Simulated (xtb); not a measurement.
Cl3Ho, quintet, from a rough starting geometry (GFN-xTB shapes and energies of metal compounds can be far from the true ones) (GFN-xTB holds the 4f electrons in the core, so unpaired electrons go into valence orbitals and the state isn't the physical one); GFN2-xTB in xtb 6.7.1.

Input for xtb:
```
$ xtb mol.xyz --gfn 2 --uhf 4 --opt vtight --json

# file mol.xyz
4

Ho     0.05524032     0.00976454    -0.02923122
Cl     2.27327598    -0.39266893    -0.64361683
Cl    -0.84604096    -0.99781615     2.04560301
Cl    -1.42124292     1.38335342    -1.37942124
```

### Question
Write the output that xtb gives for this input, abridged.

### Answer

```
   ID    Z sym.   atoms
    1   67 Ho     1
    2   17 Cl     2-4

           -------------------------------------------------
          |                Calculation Setup                |
           -------------------------------------------------

           -------------------------------------------------
          |                 G F N 2 - x T B                 |
           -------------------------------------------------

          ...................................................
          :                      SETUP                      :
          :.................................................:
          :  # basis functions                  40          :
          :  # atomic orbitals                  36          :
          :  # shells                           12          :
          :  # electrons                        24          :
          :  max. iterations                   250          :
          :  Hamiltonian                  GFN2-xTB          :
          :  restarted?                      false          :
          :  GBSA solvation                  false          :
          :  PC potential                    false          :
          :  electronic temp.          300.0000000     K    :
          :  accuracy                    1.0000000          :
          :  -> integral cutoff          0.2500000E+02      :
          :  -> integral neglect         0.1000000E-07      :
          :  -> SCF convergence          0.1000000E-05 Eh   :
          :  -> wf. convergence          0.1000000E-03 e    :
          :  Broyden damping             0.4000000          :
          :  net charge                          0          :
          :  unpaired electrons                  4          :
          ...................................................

 iter      E             dE          RMSdq      gap      omega  full diag
   1      0.1647792  0.164779E+00  0.563E+01    0.05       0.0  T
   2    -11.1814631 -0.113462E+02  0.302E+01    0.17       1.0  T
   3    -11.8658225 -0.684359E+00  0.255E+01    0.05       1.0  T
   4    -14.0546068 -0.218878E+01  0.151E+01    0.04       1.0  T
   5    -14.1359209 -0.813142E-01  0.133E+01    0.01       1.0  T
   6    -14.1222862  0.136347E-01  0.132E+01    0.02       1.0  T
   7    -14.1497433 -0.274570E-01  0.126E+01    0.03       1.0  T
   8    -14.1984143 -0.486710E-01  0.128E+01    0.03       1.0  T
   9    -14.1755389  0.228754E-01  0.117E+01    0.02       1.0  T
  10    -14.2353771 -0.598382E-01  0.102E+01    0.02       1.0  T
  11    -14.3637088 -0.128332E+00  0.834E+00    0.01       1.0  T
  12    -14.4283555 -0.646467E-01  0.793E+00    0.00       1.0  T
  13    -14.3042520  0.124103E+00  0.923E+00    0.00       1.0  T
  14    -14.3616268 -0.573748E-01  0.864E+00    0.00       1.0  T
  15    -14.5037847 -0.142158E+00  0.809E+00    0.01       1.0  T
  16    -14.4848691  0.189156E-01  0.852E+00    0.01       1.0  T
  17    -14.3729365  0.111933E+00  0.104E+01    0.01       1.0  T
  18    -14.3934972 -0.205607E-01  0.887E+00    0.01       1.0  T
  19    -14.3570359  0.364613E-01  0.998E+00    0.01       1.0  T
  20    -14.3591588 -0.212290E-02  0.101E+01    0.01       1.0  T
  21    -14.3333756  0.257832E-01  0.117E+01    0.03       1.0  T
  22    -14.3784390 -0.450634E-01  0.114E+01    0.04       1.0  T
  23    -14.3962714 -0.178324E-01  0.106E+01    0.04       1.0  T
  24    -14.3996965 -0.342509E-02  0.108E+01    0.05       1.0  T
  25    -14.4484158 -0.487192E-01  0.925E+00    0.04       1.0  T
  26    -14.3978073  0.506084E-01  0.892E+00    0.05       1.0  T
  27    -14.3872749  0.105324E-01  0.823E+00    0.05       1.0  T
  28    -14.4183234 -0.310485E-01  0.757E+00    0.05       1.0  T
  29    -14.4189266 -0.603235E-03  0.759E+00    0.05       1.0  T
  30    -14.3379845  0.809421E-01  0.885E+00    0.06       1.0  T
  31    -14.3429178 -0.493326E-02  0.851E+00    0.06       1.0  T
  32    -14.3609996 -0.180819E-01  0.815E+00    0.06       1.0  T
[...]
 * total energy  :   -14.6255681 Eh     change       -0.2931656E-05 Eh
 * total energy  :   -14.6255710 Eh     change       -0.2908208E-05 Eh
 * total energy  :   -14.6255731 Eh     change       -0.2100269E-05 Eh
 * total energy  :   -14.6255743 Eh     change       -0.1259277E-05 Eh
 * total energy  :   -14.6255750 Eh     change       -0.6753818E-06 Eh
 * total energy  :   -14.6255754 Eh     change       -0.4224545E-06 Eh
 * total energy  :   -14.6255758 Eh     change       -0.3669968E-06 Eh
 * total energy  :   -14.6255762 Eh     change       -0.3983446E-06 Eh
 * total energy  :   -14.6255766 Eh     change       -0.4120294E-06 Eh
 * total energy  :   -14.6255769 Eh     change       -0.3122812E-06 Eh
 * total energy  :   -14.6255771 Eh     change       -0.1859069E-06 Eh
 * total energy  :   -14.6255772 Eh     change       -0.9919619E-07 Eh
   *** GEOMETRY OPTIMIZATION CONVERGED AFTER 36 ITERATIONS ***
         :: total energy             -14.625577200636 Eh    ::
[...]
         3        2.0000           -1.0826503             -29.4604
         4        2.0000           -0.5095434             -13.8654
         5        2.0000           -0.4915350             -13.3753
         6        2.0000           -0.4907529             -13.3541
         7        2.0000           -0.4738180             -12.8932
         8        1.9732           -0.4646904             -12.6449
         9        1.8808           -0.4631767             -12.6037
        10        1.7183           -0.4621657             -12.5762
        11        1.4277           -0.4609998             -12.5444
        12        1.0000           -0.4382815             -11.9262
        13        0.9666           -0.3375210              -9.1844
        14        0.8186           -0.3357561              -9.1364 (HOMO)
        15        0.1824           -0.3328994              -9.0587 (LUMO)
        16        0.0323           -0.3310947              -9.0095
        17        0.0000           -0.3239808              -8.8160
        18                         -0.1685407              -4.5862
        19                         -0.0349134              -0.9500
        20                         -0.0224854              -0.6119
        21                         -0.0224224              -0.6101
        22                         -0.0212402              -0.5780
        23                         -0.0197081              -0.5363
        24                         -0.0189208              -0.5149
        25                         -0.0186709              -0.5081
       ...                                ...                  ...
        36                          0.9856425              26.8207
      -------------------------------------------------------------
                  HL-Gap            0.0028567 Eh            0.0777 eV
             Fermi-level           -0.3978004 Eh          -10.8247 eV

     #   Z          covCN         q      C6AA      α(0)
     1  67 Ho       2.165    -0.178   312.712    37.929
     2  17 Cl       1.112     0.039    98.065    15.150
     3  17 Cl       1.111     0.092    96.499    15.029
     4  17 Cl       0.722     0.047    97.514    15.104

 Mol. C6AA /au·bohr⁶  :       2193.041578
 Mol. C8AA /au·bohr⁸  :     200995.337648
 Mol. α(0) /au        :         83.212365

Wiberg/Mayer (AO) data.
largest (>0.10) Wiberg bond orders for each atom

 ---------------------------------------------------------------------------
     #   Z sym  total        # sym  WBO       # sym  WBO       # sym  WBO
 ---------------------------------------------------------------------------
     1  67 Ho   1.997 --     4 Cl   0.715     3 Cl   0.656     2 Cl   0.626
     2  17 Cl   1.225 --     1 Ho   0.626     3 Cl   0.490     4 Cl   0.109
     3  17 Cl   1.225 --     1 Ho   0.656     2 Cl   0.490
     4  17 Cl   0.903 --     1 Ho   0.715     2 Cl   0.109
 ---------------------------------------------------------------------------

Topologies differ in total number of bonds
Writing topology from bond orders to xtbtopo.mol

molecular dipole:
                 x           y           z       tot (Debye)
 q only:        0.295      -0.165       0.120
   full:       -0.548       0.030       0.185       1.472
molecular quadrupole (traceless):
                xx          xy          yy          xz          yz          zz
 q only:       -1.165      -0.515       0.018       0.611      -1.980       1.147
  q+dip:        1.057       0.231      -0.743      -1.028       0.101      -0.314
   full:        1.742       2.228      -0.392      -2.821       3.636      -1.350

optimized geometry written to: xtbopt.xyz

           -------------------------------------------------
          | TOTAL ENERGY              -14.625577200636 Eh   |
          | GRADIENT NORM               0.000052766923 Eh/α |
          | HOMO-LUMO GAP               0.077735461101 eV   |
           -------------------------------------------------

normal termination of xtb
```
